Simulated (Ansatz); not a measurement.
Ideal-gas functions of H4OSn (`[OH][SnH3]`) at 500 K and 1 bar, from an Ansatz frequency run at PBE0-D4/def2-TZVP.

Molar mass 138.74 g/mol, point group Cs (symmetry number 1), electronic degeneracy 1, moments of inertia 8.785, 64.847, 65.648 u Å². Harmonic wavenumbers (cm⁻¹, unscaled): 120, 494, 504, 615, 702, 704, 719, 862, 1939, 1941, 1986, 3901.

Use S(trans) = R[1.5 ln M + 2.5 ln T − 1.1517]; rotational temperatures θ = 24.2544 K / I; S(rot) = R[ln(√π/σ · √(T³/θAθBθC)) + 1.5]; for each mode x = 1.438777 ν̃/T, S = R[x/(eˣ − 1) − ln(1 − e⁻ˣ)] and H = RT x/(eˣ − 1); 1 cm⁻¹ = 0.0119627 kJ/mol; R = 8.31446 J/(mol·K).

Question: By hand: the entropy, in J/(mol·K).

Answer: Translation 181.1. Rotation: θ = 2.7609, 0.374, 0.3695 K, giving 98.7. Vibration, mode by mode: 17.20, 6.06, 5.92, 4.58, 3.75, 3.73, 3.61, 2.61, 0.21, 0.21, 0.18, 0.00, in all 48.1. Electronic 0.0. Sum 327.9 J/(mol·K).

Question: By hand: H − E and G − E in kJ/mol, counted from the electronic energy.

Answer: Zero-point energy ½ × 14487 × 0.0119627 = 86.7; thermal vibration 13.7; translation, rotation and pV give 4 RT = 16.6. H − E = 117.0 kJ/mol, and G − E = 117.0 − 500 × 327.9/1000 = -46.9 kJ/mol.

Vibration gives 15 % of the entropy, 17.2 J/(mol·K) of it from the mode under 150 cm⁻¹: soft modes count most, and the harmonic formula is weakest for them.
